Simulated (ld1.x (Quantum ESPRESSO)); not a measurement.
# PBE TM dataset for N (Z = 7), non-relativistic all-electron reference.

- Element: nitrogen (N)
- Generator: ld1.x (Quantum ESPRESSO) 7.5
- Type: norm-conserving Troullier–Martins (Kleinman–Bylander form)
- Functional: PBE
- Relativity: non-relativistic
- Frozen core: [He]
- Valence charge: 5
- Reference configuration: 2s1.5 2p3.5
- Partial waves: 2s (bound): rc 1.15 bohr; 2p (bound): rc 2.45 bohr; 3d channel at 0.3 Ry: rc 2.15 bohr
- Local potential: the d channel
- Core correction: none

- Cutoffs needed: 40 Ry and 100 Ry (the cutoffs (Ry, on a coarse ladder) from which the occupation-weighted sum of valence levels, in a spherical-Bessel basis at the reference potential, stays within 10 and 1 mRy of its value at 400 Ry)
- Ghost test: no extra level below or beside the all-electron valence levels (s, p, d, f tested) (spherical-Bessel basis up to 400 Ry, 20 bohr box)
- Largest excitation error: +3859 meV (all-electron minus pseudo) for 2s2 2p0, out of 7 test configurations
